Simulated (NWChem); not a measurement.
System: SiH$_{4}$TeO; SMILES O[Te][SiH3]

```xyz
7

Te     0.3271     0.5041    -0.0045
O     -1.6390     0.9496    -0.0671
H     -1.9180     1.0364     0.8538
Si    -0.1053    -1.9638    -0.0054
H      1.2361    -2.6228     0.0304
H     -0.8448    -2.3697    -1.2349
H     -0.8954    -2.3595     1.1979
```
Atoms are numbered in this order, from 1.

Results from NWChem. Medium grid unless said otherwise, to which SCAN and Minnesota functionals are sensitive. The geometry was optimised at PBE0/def2-SVP. def2 effective core potentials on Te; no spin-orbit coupling. B3LYP is NWChem's, with the RPA form of VWN correlation. Total energies of different functionals are on different scales.

```tsv
level	energy (Ha)	highest occupied level (eV)	orbital gap (eV)	dipole (D)
B3LYP/def2-SVP	-635.0820	-6.10	4.09	1.65
PBE/def2-SVP	-634.7295	-5.25	2.55	1.49
KT2/def2-SVP	-640.1175	-5.29	2.49	1.46
PBE0/def2-SVP	-634.7760	-6.37	4.53	1.67
MN15-L/def2-SVP	-633.9027	-5.55	3.07	1.60
N12/def2-SVP	-635.5990	-4.98	2.52	1.58
TPSS/def2-SVP	-634.9109	-5.38	2.75	1.51
Hartree-Fock/def2-SVP	-632.9461	-8.78	10.37	2.12
```
